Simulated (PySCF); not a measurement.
Electron correlation in Mg (magnesium, neutral)

[Ne] 3s1 3p1, high-spin 3P determinant (an excited configuration). All numbers are calculated (PySCF 2.14, the spin-free X2C one-electron Hamiltonian (Gaussian nucleus), in aug-cc-pVTZ-DK (6s5p3d2f, 50 functions)). Frozen: [Ne]; 2 electrons correlated.

Total MP2 correlation energy: -2.35 mhartree.

Same-spin part -2.35 and opposite-spin part 0.00 mhartree; SCS-MP2 scales them by 1/3 and 6/5 to -0.78 mhartree.
